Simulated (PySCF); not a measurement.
**NMR data sheet: C$_{4}$H$_{7}$B**

```yaml
Formula: C4H7B
SMILES: B[C@H]1C=CC1
Point_group_of_the_computed_structure: C1
Carbon_signals: 4
Proton_signals: 6
```

Numbering as in the mapped SMILES `[BH2:1][C@H:2]1[CH:3]=[CH:4][CH2:5]1` (H(Xn): hydrogen on atom n). Ha(C5) is cis to B1 on the ring; Hb(C5) is trans to B1 on the ring.

- B3LYP/pcJ-1 coupling constants (spin–dipole term only in couplings to heteroatoms)
- coordinates at the PBE0-D3(BJ)/def2-SVP level
- NMR shieldings at CAM-B3LYP/pcSseg-2/GIAO
- run in PySCF 2.14.0 with density-fitted response routines
- non-relativistic Hamiltonian, isolated molecule, one conformer, averaged over atoms made equivalent by symmetry, fast rotation or ring inversion

δ = σ(ref) − σ, references computed at the same level: TMS for 1H (σ = 31.34 ppm) and 13C (σ = 182.55 ppm); BF3·OEt2 for 11B (σ = 97.88 ppm).

| carbon | δC, type | δH (multiplicity, J in Hz) | HMBC from (abs. J ≥ 3 Hz) | span of the C tensor (ppm) |
| --- | --- | --- | --- | --- |
| C2 | 59.6, CH | 2.61 (m) | H(B1), H(C3), H(C4), Hb(C5), Ha(C5) | 50 |
| C3 | 153.6, CH | 6.69 (dtd, 3.4, 1.8, 1.1) | H(B1), Hb(C5), Ha(C5), H(C2) | 225 |
| C4 | 148.9, CH | 6.30 (ddt, 5.0, 3.4, 1.6) | Hb(C5), Ha(C5), H(C2) | 232 |
| C5 | 38.7, CH2 | Hb(C5) 3.00 (m); Ha(C5) 2.92 (m) | H(B1), H(C3), H(C4), H(C2) | 22 |

Other nuclei:
```
atoms  nucleus                      environment  δ (ppm)  σ (ppm)
H(B1)       1H  hydrogen on a boron bonded to C     7.39    23.95
   B1      11B           boron bonded to C, 2 H     87.5     10.3
```

Selected couplings (Hz, signed; the shortest-range and largest first, 30 at most; isotopes 13C, 1H, 11B): 1J(C4,H(C4)) 180.2, 1J(C3,H(C3)) 179.6, 1J(C5,Ha(C5)) 144.6, 1J(C5,Hb(C5)) 143.3, 1J(B1,H(B1)) 136.3, 1J(C2,H(C2)) 111.4, 1J(C3,C4) 62.2, 1J(B1,C2) 54.6, 1J(C4,C5) 35.4, 1J(C2,C3) 33.3, 1J(C2,C5) 27.2, 2J(Hb(C5),Ha(C5)) -16.1, 2J(B1,H(C2)) -8.1, 2J(C2,C4) -7.7, 2J(C3,C5) -5.3, 2J(B1,C3) -3.1, 2J(B1,C5) -1.9, 3J(B1,C4) 6.1, 3J(H(C2),Hb(C5)) 5.8, 3J(H(C3),H(C4)) 3.4, 3J(H(C2),Ha(C5)) 3.2, 3J(B1,Ha(C5)) 2.9, 3J(H(C2),H(C3)) 2.2, 3J(H(B1),H(C2)) -2.0, 3J(H(C4),Hb(C5)) 1.6, 3J(H(C4),Ha(C5)) 1.6, 4J(H(C2),H(C4)) -5.0, 4J(H(C3),Hb(C5)) -1.5, 4J(H(C3),Ha(C5)) -1.1, 4J(B1,H(C4)) 1.0.

- δC 153.6, 148.9: alkene CH; the olefinic region.
- δC 38.7: allylic sp3 CH2; a saturated carbon with 2 carbon neighbours and no heteroatom attached.
- δH 6.69, 6.30: hydrogen on an alkene CH; attached to an sp2 carbon and in the plane of the double bond.
- δH 3.00, 2.92: hydrogen on an allylic sp3 CH2; allylic position.
- δH 2.61: hydrogen on an allylic sp3 CH bonded to B; allylic position.
- The protons at 6.69 and 6.30 share a coupling of 3.4 Hz (vicinal, cis across C=C).

Hydrogens on boron are broadened and split by 11B (spin 3/2, 80 %) and 10B (spin 3). A carbon bonded to boron is broadened by the quadrupolar boron nucleus and is often missing from a measured spectrum. Multiplet labels drop couplings under 1 Hz and merge nearly equal ones. Unscaled 3J(H,H) at this level run about 10 % above measured values. Shifts are as computed, not scaled to solution data. Of 1211 compounds with measured shifts, 218 miss one by over three times the rms of a fit or turn the order of signals round; such compounds aren't used in these exercises. Vicinal couplings across rotatable single bonds and in flexible rings belong to the one computed conformer; a conformer average would change them.
